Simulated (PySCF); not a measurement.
Record of a relaxation.

C₅H₄F₂.
Atom-mapped SMILES: `[F:1]/[CH:2]=[C:3](/[F:4])[C:5]1=[CH:6][CH2:7]1` (hydrogens: H8 on C2; H9 on C6; H10, H11 on C7)

Method: PBE0-D3(BJ)/def2-SVP geometry optimisation, gas phase in PySCF 2.14.0; density fitting, grid level 1; the optimiser is geomeTRIC in internal coordinates, started from a GFN2-xTB structure with every atom displaced at random (about 0.01 Å). The frame can shift and turn from step to step; on so coarse a grid that alone can change the energy by a few meV, and forces under 0.02 eV/Å are noise.

Step 0: E = -10661.0321 eV, largest atomic force 1.786 eV/Å
```
atom  x, y, z in Å  |  force x, y, z in eV/Å
F1      2.133   -0.816   -0.660   -0.603  -0.091   0.178
C2      1.164   -1.616   -0.197    0.484   1.155  -0.342
C3     -0.050   -1.155    0.172    1.257  -0.563  -0.238
F4     -0.882   -2.065    0.640   -0.807  -0.473   0.286
C5     -0.482    0.181    0.136   -0.783   1.546   0.085
C6     -1.402    1.104    0.349    1.536  -0.811  -0.417
C7     -0.091    1.596   -0.203   -0.888  -0.788   0.594
H8      1.486   -2.640   -0.157   -0.127  -0.708   0.162
H9     -2.376    1.368    0.693   -0.718   0.165   0.232
H10     0.584    2.134    0.449    0.495   0.288   0.351
H11    -0.046    1.884   -1.237    0.154   0.281  -0.890
```

Step 1: E = -10661.0866 eV, largest atomic force 0.626 eV/Å
```
atom  x, y, z in Å  |  force x, y, z in eV/Å
F1      1.907   -0.581   -1.146    0.482   0.189  -0.134
C2      1.240   -1.500   -0.486   -0.464  -0.411   0.089
C3      0.104   -1.178    0.151   -0.380  -0.008   0.114
F4     -0.627   -2.146    0.727    0.347   0.172  -0.096
C5     -0.429    0.144    0.231   -0.117  -0.220   0.109
C6     -1.406    0.937    0.574   -0.128   0.235  -0.028
C7     -0.208    1.598   -0.032    0.136   0.027  -0.097
H8      1.616   -2.527   -0.552    0.084   0.133  -0.022
H9     -2.401    1.105    0.985    0.121  -0.115  -0.010
H10     0.492    2.156    0.612   -0.021   0.001  -0.048
H11    -0.227    1.962   -1.075   -0.060  -0.004   0.123
```

Step 2: E = -10661.0765 eV, largest atomic force 0.635 eV/Å
```
atom  x, y, z in Å  |  force x, y, z in eV/Å
F1      2.101   -0.680   -1.079   -0.428   0.334   0.039
C2      1.233   -1.500   -0.514    0.402  -0.474   0.132
C3      0.091   -1.155    0.104    0.352   0.280  -0.155
F4     -0.585   -2.156    0.677   -0.184   0.109  -0.067
C5     -0.450    0.161    0.218   -0.092  -0.232   0.100
C6     -1.417    0.949    0.603    0.036   0.153  -0.022
C7     -0.245    1.621   -0.041    0.057  -0.029  -0.083
H8      1.561   -2.542   -0.534   -0.090  -0.076   0.007
H9     -2.392    1.096    1.055   -0.002  -0.058   0.026
H10     0.481    2.180    0.571   -0.023  -0.013   0.022
H11    -0.320    1.998   -1.073   -0.029   0.005   0.001
```

Step 3: E = -10661.1065 eV, largest atomic force 0.381 eV/Å
```
atom  x, y, z in Å  |  force x, y, z in eV/Å
F1      2.015   -0.586   -1.032    0.083  -0.074  -0.188
C2      1.231   -1.512   -0.507    0.049   0.304   0.224
C3      0.087   -1.169    0.108    0.078  -0.192   0.022
F4     -0.610   -2.158    0.676   -0.191  -0.002  -0.025
C5     -0.447    0.147    0.219   -0.014  -0.075   0.036
C6     -1.406    0.946    0.601    0.047   0.103  -0.014
C7     -0.231    1.604   -0.050    0.019  -0.046  -0.045
H8      1.604   -2.538   -0.556   -0.008   0.026  -0.050
H9     -2.378    1.099    1.058   -0.030  -0.041   0.035
H10     0.501    2.161    0.556   -0.017  -0.006   0.022
H11    -0.309    1.978   -1.083   -0.016   0.003  -0.017
```

Step 4: E = -10661.1039 eV, largest atomic force 0.336 eV/Å
```
atom  x, y, z in Å  |  force x, y, z in eV/Å
F1      1.983   -0.565   -1.084    0.038   0.010   0.113
C2      1.251   -1.486   -0.480   -0.177  -0.284  -0.027
C3      0.095   -1.179    0.131   -0.196   0.214  -0.047
F4     -0.655   -2.148    0.669    0.311  -0.078  -0.059
C5     -0.443    0.135    0.229   -0.063   0.110   0.025
C6     -1.404    0.938    0.597    0.004   0.044  -0.012
C7     -0.223    1.589   -0.048    0.025  -0.013  -0.010
H8      1.629   -2.508   -0.555    0.054   0.015   0.002
H9     -2.382    1.090    1.046    0.009  -0.033   0.015
H10     0.499    2.148    0.568    0.000   0.016  -0.013
H11    -0.291    1.957   -1.084   -0.004  -0.002   0.013
```

Step 5: E = -10661.1129 eV, largest atomic force 0.120 eV/Å
```
atom  x, y, z in Å  |  force x, y, z in eV/Å
F1      2.000   -0.587   -1.082    0.064   0.023   0.076
C2      1.250   -1.495   -0.480   -0.059  -0.014  -0.103
C3      0.097   -1.170    0.125   -0.039   0.006  -0.087
F4     -0.627   -2.161    0.653    0.026   0.006   0.075
C5     -0.446    0.144    0.228   -0.029  -0.048   0.031
C6     -1.408    0.943    0.600    0.002   0.050  -0.011
C7     -0.230    1.600   -0.047    0.020  -0.015  -0.011
H8      1.618   -2.522   -0.547    0.018   0.011   0.016
H9     -2.385    1.090    1.053    0.007  -0.027   0.015
H10     0.492    2.160    0.567   -0.003   0.009  -0.008
H11    -0.302    1.969   -1.082   -0.006  -0.002   0.006
```

Step 6: E = -10661.1164 eV, largest atomic force 0.076 eV/Å
```
atom  x, y, z in Å  |  force x, y, z in eV/Å
F1      2.029   -0.572   -1.034   -0.045  -0.010  -0.017
C2      1.247   -1.491   -0.492    0.048   0.006   0.059
C3      0.088   -1.173    0.107    0.035   0.036  -0.003
F4     -0.626   -2.164    0.648   -0.019  -0.022  -0.039
C5     -0.453    0.141    0.222   -0.015  -0.011   0.023
C6     -1.407    0.942    0.610    0.017   0.035  -0.006
C7     -0.237    1.596   -0.054   -0.003  -0.016  -0.016
H8      1.621   -2.516   -0.557   -0.001  -0.004  -0.009
H9     -2.375    1.087    1.079   -0.007  -0.014   0.013
H10     0.497    2.156    0.547   -0.004  -0.003   0.004
H11    -0.325    1.966   -1.087   -0.006   0.003  -0.010
```

Step 7: E = -10661.1173 eV, largest atomic force 0.028 eV/Å
```
atom  x, y, z in Å  |  force x, y, z in eV/Å
F1      2.031   -0.564   -1.028   -0.011  -0.005   0.000
C2      1.253   -1.487   -0.486    0.021   0.013   0.012
C3      0.090   -1.173    0.106    0.012   0.012  -0.011
F4     -0.628   -2.170    0.632   -0.010  -0.011  -0.009
C5     -0.454    0.139    0.224   -0.014  -0.009   0.017
C6     -1.407    0.941    0.614    0.010   0.016  -0.001
C7     -0.241    1.594   -0.056   -0.003  -0.007  -0.011
H8      1.629   -2.510   -0.556    0.001  -0.001   0.000
H9     -2.374    1.083    1.088   -0.002  -0.009   0.007
H10     0.495    2.155    0.541   -0.004   0.002   0.001
H11    -0.335    1.963   -1.090   -0.001  -0.001  -0.004
```

Step 8: E = -10661.1177 eV, largest atomic force under 0.02 eV/Å
```
atom  x, y, z in Å  |  force x, y, z in eV/Å
F1      2.041   -0.547   -1.008    0.006  -0.001   0.006
C2      1.264   -1.478   -0.480    0.002   0.012  -0.012
C3      0.092   -1.173    0.101   -0.001  -0.006  -0.009
F4     -0.629   -2.178    0.607   -0.001  -0.001   0.007
C5     -0.457    0.136    0.224   -0.002  -0.001   0.009
C6     -1.408    0.936    0.621    0.001  -0.006   0.002
C7     -0.250    1.590   -0.061   -0.007   0.004  -0.004
H8      1.644   -2.499   -0.555    0.002   0.001   0.004
H9     -2.370    1.074    1.106    0.001   0.001  -0.001
H10     0.490    2.155    0.528   -0.001   0.000   0.000
H11    -0.355    1.957   -1.094    0.001  -0.002   0.000
```

**Question.** Summarise the path.

**Answer.** The energy falls by 1.97 kcal/mol from step 0 to step 8; nine tenths of that is first reached at step 5. It rises by more than 0.2 meV at steps 2 and 4. The largest force goes from 1.786 to under 0.02 eV/Å. Among the bonds C7–H11 changes most, from 1.074 to 1.101 Å; the atoms move by 0.026 Å rms after alignment.

The cost below is that of the whole optimisation. Time: 76 s; peak memory 0.51 GiB. Hardware: one thread, Arm Neoverse N1 (aarch64), shared host.
